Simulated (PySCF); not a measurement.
## NMR data sheet: C5H14Si2

```yaml
Formula: C5H14Si2
SMILES: C[SiH2][C@@H]1C[SiH2][C@@H]1C
InChI: InChI=1S/C5H14Si2/c1-4-5(6-2)3-7-4/h4-5H,3,6-7H2,1-2H3/t4-,5-/m1/s1
Point_group_of_the_computed_structure: C1
Degrees_of_unsaturation: 1
Carbon_signals: 5
Proton_signals: 10
```

Mapped SMILES: `[CH3:1][SiH2:2][C@@H:3]1[CH2:4][SiH2:5][C@@H:6]1[CH3:7]`. Hydrogens are named by the atom that carries them. Ha(C4), Ha(Si5) are cis to Si2 on the ring; Ha(Si2) is pro-R; Hb(Si2) is pro-S; Hb(C4), Hb(Si5) are trans to Si2 on the ring.

One computed conformer, non-relativistic Hamiltonian, averaged over atoms made equivalent by symmetry, fast rotation or ring inversion, in vacuum. σ from GIAO-PBE0/pcSseg-1; GFN2-xTB geometry; PySCF.

Chemical shifts δ = σref − σ; 1H (σref 31.72) and 13C (σref 186.93) and 29Si (σref 349.16) vs TMS, all at this level.

| carbon | δC, type | δH (multiplicity) | HMBC from (2–3 bonds) | span of the C tensor (ppm) |
| --- | --- | --- | --- | --- |
| C1 | -6.1, CH3 | 0.11 (m) | Hb(Si2), Ha(Si2), H(C3) | 9 |
| C3 | 26.0, CH | 2.27 (m) | Hb(Si5), Ha(Si5), Hb(Si2), Ha(Si2), H(C6), Ha(C4), Hb(C4), H(C7), H(C1) | 35 |
| C4 | 10.3, CH2 | Hb(C4) 1.39 (m); Ha(C4) 1.44 (m) | Hb(Si5), Ha(Si5), Hb(Si2), Ha(Si2), H(C3), H(C6) | 49 |
| C6 | 24.6, CH | 1.96 (m) | Hb(Si5), Ha(Si5), Hb(Si2), Ha(Si2), H(C3), Ha(C4), Hb(C4), H(C7) | 39 |
| C7 | 18.8, CH3 | 1.38 (d) | Hb(Si5), Ha(Si5), H(C3), H(C6) | 25 |

Other nuclei:
```json
{"atoms": "Hb(Si5)", "nucleus": "1H", "environment": "hydrogen on a silicon bonded to 2 C, in a 4-membered ring", "δ (ppm)": "4.99", "σ (ppm)": "26.72"}
{"atoms": "Ha(Si5)", "nucleus": "1H", "environment": "hydrogen on a silicon bonded to 2 C, in a 4-membered ring", "δ (ppm)": "4.65", "σ (ppm)": "27.07"}
{"atoms": "Hb(Si2)", "nucleus": "1H", "environment": "hydrogen on a silicon bonded to 2 C", "δ (ppm)": "4.25", "σ (ppm)": "27.47"}
{"atoms": "Ha(Si2)", "nucleus": "1H", "environment": "hydrogen on a silicon bonded to 2 C", "δ (ppm)": "3.90", "σ (ppm)": "27.81"}
{"atoms": "Si5", "nucleus": "29Si", "environment": "silicon bonded to 2 C, 2 H, in a 4-membered ring", "δ (ppm)": "-25.3", "σ (ppm)": "374.5"}
{"atoms": "Si2", "nucleus": "29Si", "environment": "silicon bonded to 2 C, 2 H", "δ (ppm)": "-44.4", "σ (ppm)": "393.5"}
```

Carbon types of the structure: 2 × CH, 1 × CH2, 2 × CH3, leaving 4 H on heteroatoms. δC 18.8: methyl carbon; saturated and bonded to C and H only. δC 10.3: sp3 CH2 bonded to Si; an electropositive neighbour leaves it electron-rich and shielded. δC -6.1: methyl carbon bonded to Si; an electropositive neighbour leaves it electron-rich and shielded. δH 4.99, 4.65: hydrogen on a silicon bonded to 2 C, in a 4-membered ring. δH 0.11: hydrogen on a methyl carbon bonded to Si; an electropositive neighbour shields it, as in TMS itself.

Shifts are as computed. Against solution values, carbons near 30 ppm lie about +3 ppm off and those near 130 ppm about +5 ppm. Of 1309 compounds with measured shifts, 239 miss one by over three times the rms of a fit or turn the order of signals round; such compounds aren't used in these exercises. No couplings were computed; multiplicities are counted from neighbouring protons, with m where these are inequivalent, close in shift, in a saturated or five-membered ring or joined by F or P, and br s for small geminal =CH2 splittings.
